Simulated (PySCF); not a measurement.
Computed shifts of a molecule C₁₂H₉N, PBE/pcSseg-1 run with PySCF, GIAO, gas phase, atoms alike by connectivity averaged where their shifts nearly agree, in ppm (number of nuclei): ¹³C: 142.2 (2), 131.0 (2), 128.3 (2), 125.4 (2), 125.0 (2), 113.4 (2). ¹⁵N: 146.8 (1). ¹H: 8.50 (2), 7.75 (2), 7.64 (2), 7.57 (2), 7.37 (1). References: ¹³C against TMS (σ = 182.0 ppm); ¹⁵N against NH3 (σ = 267.0 ppm); ¹H against TMS (σ = 31.49 ppm), references at their B3LYP-D3(BJ)/def2-TZVP geometries, non-relativistic. Coordinates come from a B3LYP-D3(BJ)/def2-SVP optimisation. The values are those of a single conformer.

Q: Identify the compound among the candidates.
A) c1ccc2c(c1)[nH]c1ccccc12
B) Cc1ccc2cccc(C#N)c2c1
C) Cc1cc2ccccc2cc1C#N
D) C1=CC2=CC=CC3=CC=CC(=C1)N23

A: A, c1ccc2c(c1)[nH]c1ccccc12
